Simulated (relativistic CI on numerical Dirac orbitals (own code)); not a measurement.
**What each ingredient does to the levels of Pb44+**

Base calculation: Dirac-Coulomb-Breit CI, KLI orbitals optimised for each configuration, model QED (radiative potential, 1s self-energy scaled to tabulated hydrogen-like ionisation energies), unscaled Slater integrals.

Configuration list (outside the closed core [Ar] 3d10): 4s²4p⁶4d², 4s²4p⁶4d4f, 4s²4p⁵4d³, 4s4p⁶4d³, 4s²4p⁵4d²4f, 4s4p⁶4d²4f, 4s²4p⁶4d5s, 4s²4p⁶4f5s, 4s²4p⁶4d5p, 4s²4p⁶4f², 4s²4p⁵4f³, 4s4p⁶4f³, 4s²4p⁶4f5p, 4s²4p⁵4f²5p, 4s4p⁶4f²5p. Double excitations out of closed p, d and f shells are left out; levels of such configurations are missing from the list, as are those of other unlisted configurations, and high levels can miss mixing partners.

Variants: (1) Breit term removed; (2) only the first 3 configurations. Shifts of the energy above 4s²4p⁶4d² ³F2, in cm⁻¹, for the lowest level and the first level of each name with at least 55 % of one term (blank where a level changes its place among those of its configuration and J or its character, or is not in the variant):

```csv
Level,Base,Δ(1),Δ(2)
4s²4p⁶4d² ³F2,0,0,0
4s²4p⁶4d² ³P0,84081,-803,+1083
4s²4p⁶4d² ³F3,250372,+5373,-130
4s²4p⁶4d² ³P1,301327,+4373,+2957
4s²4p⁶4d² ¹G4,302035,+6256,+1605
4s²4p⁶4d² ³F4,531882,+10844,+846
4s²4p⁶4d² ¹S0,656610,+8848,-2878
4s²4p⁵4d³ ³P°1,2056475,+14994,-26539
4s²4p⁵4d³ ³I°7,2062515,+18686,-22491
```

At this charge energies of transitions that change n are usually good to better than 1 %, and those within a shell (Δn = 0) to a few per cent.

Ionisation energy from the two ground configurations alone: base 2230.13 eV; Breit term removed 2231.79 eV. The NIST ASD value (theoretical) is 2230 eV.

LS names give the leading component of a level, which can be under half, so a name can repeat, a term be missing and a line seem to break the LS rules.
